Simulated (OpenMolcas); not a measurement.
**Ir7+: effect of the IPEA shift**

```yaml
Program: OpenMolcas
Basis: ANO-RCC-VTZP [8s7p5d3f1g]
Scalar_Hamiltonian: DKH2, point nucleus
Active_space: 2 electrons in 5 orbitals (5d)
State_averaging: 2S+1 = 3 even, 10 roots; 2S+1 = 1 even, 15 roots
Spin-orbit_coupling: RASSI with atomic mean-field integrals over the reference wave functions, term energies averaged over their components
```

Methods on the same reference wave functions:
A. CASSCF
B. SS-CASPT2, IPEA 0 Eh, imaginary shift 0.1 Eh (closed shells correlated: 5s 5p)
C. SS-CASPT2, IPEA 0.25 Eh, imaginary shift 0.1 Eh (closed shells correlated: 5s 5p)

Energies in eV above 5d2 3F2, the measured ground level; measured values from van het Hof, Joshi, Wyart and Sugar, J. Res. Natl. Inst. Stand. Technol. 100, 687 (1995).

```json
{"Level": "5d2 3F2", "A": "0.0000", "B": "0.0000", "C": "0.0000", "Measured": "0.0000"}
{"Level": "5d2 3F3", "A": "1.5791", "B": "1.623", "C": "1.623", "Measured": "1.5711"}
{"Level": "5d2 3P0", "A": "2.4457", "B": "2.188", "C": "2.214", "Measured": "2.1392"}
{"Level": "5d2 3F4", "A": "2.7754", "B": "2.767", "C": "2.765", "Measured": "2.6799"}
{"Level": "5d2 3P1", "A": "3.4332", "B": "3.224", "C": "3.254", "Measured": "3.1270"}
{"Level": "5d2 1G4", "A": "4.8256", "B": "4.643", "C": "4.637", "Measured": "4.4948"}
{"Level": "5d2 3P2 [55 %]", "A": "5.1797", "B": "4.941", "C": "4.957", "Measured": ""}
{"Level": "5d2 1S0", "A": "8.8973", "B": "8.249", "C": "8.244", "Measured": "8.0617"}
```

Deviations, from unrounded energies. A percentage is the sum of absolute deviations over the sum of measured energies, with the sign that they share, or ± where signs differ.

| Against measurement | Levels | A | B | C |
| --- | --- | --- | --- | --- |
| mean absolute deviation (cm-1) | 6 | 2500 | 830 | 890 |
| fine structure of the ground term (%) | 2 | +2.4 | +3.3 | +3.2 |
| other terms of the ground configuration (%) | 4 | +10.0 | +2.7 | +3.0 |

B lies closest to measurement on these levels and A furthest from it. The largest miss of B in the table is 5d2 1S0, by +1500 cm-1. The ranking rests on the paired levels alone, and a cruder setting can come out closer through cancelling errors.

Between B and C the level of the table that moves most is 5d2 3P1, by 240 cm-1 (lowest in B, highest in C). Moves below CASPT2's spread within the term are not significant.

The mean deviations of B to C differ by less than CASPT2's widest spread within a term (640 cm-1), so their order carries little weight.

From A to B the spin-free energies of the other terms of 5d2 shown, above 3F, scale by factors of 0.86 to 0.89, as is usual when dynamic correlation screens the repulsion within a d or f shell.

The lowest spin-free term lies below A's lowest term by 0.212 hartree in B, 0.209 hartree in C.

Term energies are means over components that CASPT2 splits; among the terms shown or strongly mixed into the levels shown the widest spread is 640 cm-1 (5d2 3F, B). Without dynamic correlation excited terms often stand tens of per cent too high (terms of higher spin than the ground term too low), and those without a measured partner can miss by more than the paired ones (holds for A). Computed and measured levels are paired by configuration, term and J; levels that our copy of the source lacks, or whose pairing is in doubt (as where it misses far off the trend of its configuration), stay unpaired and out of the deviations. Levels of configurations outside the active space are missing. Levels that lie high or do not pair safely by name in every column are left out.

A share in square brackets marks a mixed level and gives the weight of the term that names it, the lowest over the columns.
